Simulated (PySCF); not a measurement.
Stepwise substitution at one centre (Ga Cl-SiH3). Gas-phase values, no solvent. Strings in code marks are SMILES.

The HOMO–LUMO gap from two functionals at the same geometries (ωB97X-D3(BJ)/def2-TZVP), both in PySCF: PBE-D3(BJ)/def2-TZVP and ωB97X-D3(BJ)/def2-TZVP. 

| species | PBE-D3(BJ)/def2-TZVP (eV) |
|---|---|
| 0 of 3 Cl replaced by SiH3 | 5.17 |
| 1 of 3 Cl replaced by SiH3 (`[SiH3][Ga]([Cl])[Cl]`) | 4.48 |
| 2 of 3 Cl replaced by SiH3 (`[Cl][Ga]([SiH3])[SiH3]`) | 3.20 |
| 3 of 3 Cl replaced by SiH3 | 2.92 |

Task: What does ωB97X-D3(BJ)/def2-TZVP give for each?

Result: 
- 0 of 3 Cl replaced by SiH3: 12.18
- 1 of 3 Cl replaced by SiH3 (`[SiH3][Ga]([Cl])[Cl]`): 10.60
- 2 of 3 Cl replaced by SiH3 (`[Cl][Ga]([SiH3])[SiH3]`): 9.09
- 3 of 3 Cl replaced by SiH3: 8.78
Over these rows, drawn at random from the members with no instability flagged (it was tested for open shells, ions and some series alone), PBE minus ωB97X-D3(BJ): mean -6.22 eV, from -7.01 eV to -5.86 eV.
